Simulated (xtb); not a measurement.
CH₁₀ClNSi₃, SMILES Cl[Si@@]([SiH2][SiH3])(N)C. All values are semi-empirical tight-binding results from xtb (GFN2-xTB unless named), good for trends rather than for accurate numbers. The structure is a stationary point at GFN2-xTB. The structure was generated by enumeration; whether it is a known compound was not checked. Other conformers were not sampled.

Optimised geometry:

```xyz
16

C     -0.9740    -1.8177     0.7650
Si    -0.8645    -0.0519     0.0648
N     -1.5198     0.9661     1.3009
Cl    -2.2203     0.1381    -1.4486
Si     1.2936     0.4636    -0.6546
Si     2.9418    -0.0929     0.8766
H     -1.9759    -2.0458     1.1171
H     -0.7139    -2.5559     0.0120
H     -0.2920    -1.9486     1.6001
H     -1.8172     1.9007     1.0724
H     -1.1242     0.9435     2.2256
H      1.3815     1.9055    -0.9569
H      1.5801    -0.1702    -1.9521
H      2.6908     0.5149     2.1898
H      4.2898     0.3256     0.4892
H      3.0163    -1.5373     1.1169
```
Charge 0, spin multiplicity 1.

Question: Estimate the properties. (An estimate is asked for; the answer gives what the named calculation found.)

Answer: 
The orbital gap comes out as 3.83 eV. The dipole moment is 2.45 D and the zero-point energy is 65.2 kcal/mol. The G − E(el) at 298.15 K (modified RRHO) comes out as 39.9 kcal/mol. The static polarisability (D4 model) comes out as 120.8 bohr³ and the solvation energy, GFN2-xTB/ALPB(water) is -4.6 kcal/mol. The solvation energy, GFN2-xTB/ALPB(methanol) comes out as -7.8 kcal/mol.

Question: Give the atomic charges and the Wiberg bond orders between heavy atoms. (An estimate is asked for; the answer gives what the named calculation found.)

Answer: charges (e) C1 -0.20, Si2 0.46, N3 -0.40, Cl4 -0.30, Si5 0.30, Si6 0.36, H7 0.04, H8 0.02, H9 0.02, H10 0.16, H11 0.15, H12 -0.12, H13 -0.11, H14 -0.13, H15 -0.11, H16 -0.12. Bond orders C1–Si2 0.88, Si2–N3 1.15, Si2–Cl4 1.01, Si2–Si5 0.78, Si5–Si6 0.86.
